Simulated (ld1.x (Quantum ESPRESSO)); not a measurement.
## PBEsol PAW dataset for Se (Z = 34), scalar-relativistic all-electron reference.

* Element: selenium
* Generator: ld1.x (Quantum ESPRESSO) 7.5
* Type: PAW
* Functional: PBEsol
* Relativity: scalar-relativistic
* Frozen core: [Ar]
* Valence charge: 16
* Reference configuration: 3d10 4s2 4p4
* Partial waves: 4s (bound): rcut 1.35, rcutus 1.80 bohr; 4s channel at 0.4 Ry: rcut 1.35, rcutus 1.80 bohr; 4p (bound): rcut 1.30, rcutus 1.45 bohr; 4p channel at 0.85 Ry: rcut 1.30, rcutus 1.45 bohr; 3d (bound): rcut 0.70, rcutus 0.90 bohr; 3d channel at 1.45 Ry: rcut 0.70, rcutus 0.90 bohr
* Local potential: all-electron potential smoothed inside 1.70 bohr (lloc = -1)
* Core correction: Bessel-smoothed model core, default radius (core density twice the valence density)
* Augmentation charge: PSQ, inside the norm-conserving radii

All-electron outer shells of the reference configuration (PBEsol, scalar-relativistic, ld1.x):

```csv
shell,level (eV),outermost node (bohr),outermost maximum (bohr)
3s,-213.09,0.24,0.50
3p,-152.76,0.21,0.50
3d,-53.12,–,0.45
4s,-17.29,0.70,1.51
4p,-6.51,0.74,1.80
```

Task: Does the generator finish with these settings?

Result: Yes, a potential is produced and its reference levels are reproduced.

Task: Estimate the cutoffs (Ry, on a coarse ladder) from which the occupation-weighted sum of valence levels, in a spherical-Bessel basis at the reference potential, stays within 10 and 1 mRy of its value at 400 Ry.

Result: 200 Ry and 300 Ry.

Task: Does the potential have ghost states?

Result: No extra level below or beside the all-electron valence levels (s, p, d, f tested).

Task: Is the overlap operator S = 1 + Σ q|β⟩⟨β| positive definite (Bessel basis up to 400 Ry)?

Result: Yes: its lowest eigenvalue is 0.37 (s channel).

Task: Which valence shell sets the plane-wave cutoff?

Result: 3d: its level needs 200 Ry to come within 1 mRy, against 25 Ry for 4p.

Task: Tests: 3d10 4s2 4p3; 3d10 4s2 4p2; 3d10 4s2 4p1; 3d10 4s1 4p5; 3d10 4s2 4p4.3; 3d10 4s1 4p4; 3d9 4s2 4p5. Which has the largest error in its energy relative to the reference configuration, and how large is it?

Result: 3d9 4s2 4p5, with -281 meV (all-electron minus pseudo) on +51.67 eV.
